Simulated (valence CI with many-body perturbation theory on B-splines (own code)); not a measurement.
## Hyperfine factors and g values of Te XXXII

Calculated by configuration interaction combined with many-body perturbation theory (CI+MBPT): three valence electrons over a frozen Dirac-Fock core [Ar], a basis of 9 s, 9 p, 10 d, 8 f, 5 g, 3 h, 1 i functions for each j, with the one-electron correlation potential Σ1, the two-electron term Σ2, the three-electron term Σ3, Breit, model QED; selected CI, second order for the rest (own B-spline code, finite nucleus).

No measured spectrum was set against this ion. As an estimate, large intervals hold to a few tenths of a per cent, small ones and those within an open d or f shell to about a per cent. Only levels of the ground parity were solved; by the run's estimate the other parity begins above the list, which can be wrong where configurations are misplaced.

A/g_I is the dipole constant over the nuclear g factor μ/I (μ in nuclear magnetons, uniformly magnetised nucleus), B/Q the quadrupole constant per barn. Both hold the static response of the core; the bare values leave it out. Large factors of s and p1/2 electrons are usually good to 5 to 10 %; those of open d and f shells near neutrality can be off by tens of per cent, and small factors of p3/2, d and f electrons come from cancelling terms and can be off by a factor of two or in sign, in half-filled shells by more. B is blank for J = 1/2, where it vanishes, and for nearly pure S terms. Energies count from the lowest level.

Levels are named by their leading jj configuration (3d3/2^4 stands for four electrons in 3d with j = 3/2), which in mixed levels can hold well under half, so a name can repeat and another be missing. Letters in brackets count levels of one name in rising energy.

| Level | E (cm⁻¹) | g | A/g_I (MHz) | A/g_I bare | B/Q (MHz/b) | B/Q bare |
| --- | --- | --- | --- | --- | --- | --- |
| (3d3/2^3) J=3/2 | 0 | 0.561 | 28700 | 28300 | -11800 | -12100 |
| (3d3/2^2 3d5/2) J=5/2 [a] | 70245 | 1.039 | 16200 | 16300 | -7240 | -7400 |
| (3d3/2^2 3d5/2) J=7/2 | 108790 | 1.132 | 15600 | 15800 | -1110 | -1140 |
| (3d3/2^2 3d5/2) J=3/2 | 113780 | 1.302 | 13000 | 13300 | -7410 | -7560 |
| (3d3/2^2 3d5/2) J=9/2 | 123350 | 1.127 | 17000 | 17100 | 10400 | 10600 |
| (3d3/2^2 3d5/2) J=1/2 | 133650 | 1.985 | -13300 | -12200 |  |  |
| (3d3/2 3d5/2^2) J=7/2 [a] | 195500 | 1.004 | 15700 | 15800 | 5100 | 5210 |
| (3d3/2^2 3d5/2) J=5/2 [b] | 202770 | 1.499 | 5840 | 6380 | 16500 | 16800 |
| (3d3/2 3d5/2^2) J=9/2 | 206950 | 1.114 | 14300 | 14500 | 10700 | 10900 |
| (3d3/2 3d5/2^2) J=3/2 [a] | 233810 | 1.162 | 15100 | 15300 | -16500 | -16900 |
| (3d3/2 3d5/2^2) J=1/2 | 246210 | 1.342 | -3160 | -2710 |  |  |
| (3d3/2 3d5/2^2) J=11/2 | 258710 | 1.086 | 15600 | 15700 | 35600 | 36300 |
| (3d3/2 3d5/2^2) J=5/2 [a] | 277400 | 1.191 | 13000 | 13200 | 981 | 994 |
| (3d3/2 3d5/2^2) J=5/2 [b] | 297730 | 0.982 | 13300 | 13300 | 17800 | 18200 |
| (3d3/2 3d5/2^2) J=7/2 [b] | 310550 | 1.119 | 15600 | 15800 | 8300 | 8480 |
| (3d5/2^3) J=9/2 | 321240 | 1.098 | 12300 | 12400 | 8520 | 8700 |
| (3d5/2^3) J=3/2 | 342550 | 1.187 | 14800 | 15000 | 5460 | 5570 |
| (3d3/2 3d5/2^2) J=3/2 [b] | 438640 | 0.829 | 22700 | 22600 | 18200 | 18600 |
| (3d5/2^3) J=5/2 | 458300 | 1.151 | 12000 | 12200 | 9180 | 9370 |

Take the isotope of mass number 123, with I = 1/2, μ = -0.7358 μN. What is the hyperfine structure of (3d3/2 3d5/2^2) J=7/2 [a]?

From the table A = -23100 MHz. Shifts from the centre of gravity in MHz: F = 3: 52000, F = 4: -40400.
